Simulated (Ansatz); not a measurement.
BH2O2Te (`OB(O)[Te]`) radical: the same geometry under several functionals.

```yaml
crystal:
  periodic: [false, false, false]
  atoms:
    - {symbol: O, position_ang: [0.122844, 1.149783, 0.018151]}
    - {symbol: B, position_ang: [-0.054334, -0.196493, -0.081303]}
    - {symbol: O, position_ang: [0.459403, -1.013613, 0.866977]}
    - {symbol: Te, position_ang: [-1.144058, -1.145853, -1.718211]}
    - {symbol: H, position_ang: [-0.267112, 1.668289, -0.687220]}
    - {symbol: H, position_ang: [0.925256, -0.526213, 1.555405]}
basis:
  gaussian: {orbitals: def2-TZVPP}
magnetization: {spin_polarized: true, initial_magnetization: 1}
hamiltonian: {xc: {name: BHLYP}, dispersion: d4}
output: {orbitals: {seedname: orbitals}}
```

```sh
$ ansatz run in.yaml --threads 4 --pin off --events-out ev --progress --plain
```

Output, abridged:

```
Functional definition: BHLYP
1186 factors; their error is unknown
mean field evaluation 1: about -12090.8605 eV, gradient 4.3e1 eV
mean field evaluation 2: about -12088.5283 eV, gradient 5.0e1 eV
mean field evaluation 4: about -12096.9123 eV, gradient 9.5e-1 eV
mean field evaluation 8: about -12096.9164 eV, gradient 3.8e-2 eV
mean field evaluation 16: about -12097.3726 eV, gradient 9.7e-4 eV
mean field -12097.37259232 eV, -444.5702428741 hartree, gradient 8.3e-6 eV, S^2 0.754361; 2 other end points of the search recorded, 0 dependent functions left out
reference -12097.37273554 eV, -444.5702481372 hartree; 24, 23 occupied and 147, 148 virtual orbitals, 1186 factors
Total energy: -12097.53924304 eV, -444.5763671750 hartree
```

It took 7 s on 4 threads of a server CPU on a shared host, with 0.67 GiB of host memory at the peak.

The same input with `hamiltonian: {xc: hse06, dispersion: d4}` (abridged; 9 s):

```
Functional definition: HSE06
mean field evaluation 16: about -12095.8902 eV, gradient 5.8e-4 eV
mean field evaluation 32: about -12095.8902 eV, gradient 1.1e-5 eV
mean field -12095.89018219 eV, -444.5157653065 hartree, gradient 5.3e-6 eV, S^2 0.754329; 3 other end points of the search recorded, 0 dependent functions left out
Total energy: -12095.98760365 eV, -444.5193454793 hartree
```

Changing it to `hamiltonian: {xc: {name: wB97X-V}}` (abridged; 19 s):

```
Functional definition: wB97X-V
mean field evaluation 16: about -12099.0680 eV, gradient 3.5e-4 eV
mean field -12099.06796618 eV, -444.6325467144 hartree, gradient 8.6e-6 eV, S^2 0.753101; 2 other end points of the search recorded, 0 dependent functions left out
Total energy: -12099.06796480 eV, -444.6325466636 hartree
```

The same input with `hamiltonian: {xc: {name: r2SCANh}, dispersion: d4}` (abridged; 15 s):

```
Functional definition: r2SCANh
mean field evaluation 16: about -12101.0465 eV, gradient 6.6e-4 eV
mean field evaluation 32: about -12101.0465 eV, gradient 3.6e-5 eV
mean field -12101.04652763 eV, -444.7052575065 hartree, gradient 9.5e-6 eV, S^2 0.756099; 3 other end points of the search recorded, 0 dependent functions left out
Total energy: -12101.07601034 eV, -444.7063409761 hartree
```

Changing it to `hamiltonian: {xc: {name: B3LYP}, dispersion: d4}` and forces (abridged; 9 s):

```
Functional definition: B3LYP
mean field evaluation 16: about -12103.6804 eV, gradient 6.2e-4 eV
mean field evaluation 32: about -12103.6804 eV, gradient 1.6e-5 eV
mean field -12103.68044635 eV, -444.8020522339 hartree, gradient 6.2e-6 eV, S^2 0.752766; 3 other end points of the search recorded, 0 dependent functions left out
Total energy: -12103.88373009 eV, -444.8095227739 hartree
Atom 0 force     0.006235     0.133150    -0.007958 eV/Å
Atom 1 force    -0.001212    -0.027597     0.001028 eV/Å
Atom 2 force     0.055828    -0.056423     0.098899 eV/Å
Atom 3 force    -0.097677    -0.085311    -0.146489 eV/Å
Atom 4 force     0.004737     0.058080    -0.000556 eV/Å
Atom 5 force     0.032090    -0.021899     0.055077 eV/Å
Dipole moment:     0.062864     0.345131     0.053988 e Å
```

With the line `hamiltonian: {xc: {name: LC-wPBE}, dispersion: d4}` (abridged; 6 s):

```
WARN the engine holds no damping parameters fitted to this dispersion correction and functional, so the run takes those fitted to pbe0 (hamiltonian.dispersion, under Limitations)
Functional definition: LC-wPBE
mean field evaluation 16: about -12099.0639 eV, gradient 2.7e-4 eV
mean field -12099.06389019 eV, -444.6323969246 hartree, gradient 3.3e-6 eV, S^2 0.755659; 2 other end points of the search recorded, 0 dependent functions left out
Total energy: -12099.16769056 eV, -444.6362115175 hartree
```

HSE06 is the plane-wave form, built on full-range PBE exchange.

B3LYP takes the VWN-RPA correlation (the form of Gaussian; ORCA's B3LYP/G).

LC-ωPBE has ω = 0.4 bohr⁻¹; the program lends it PBE0's D4 damping.
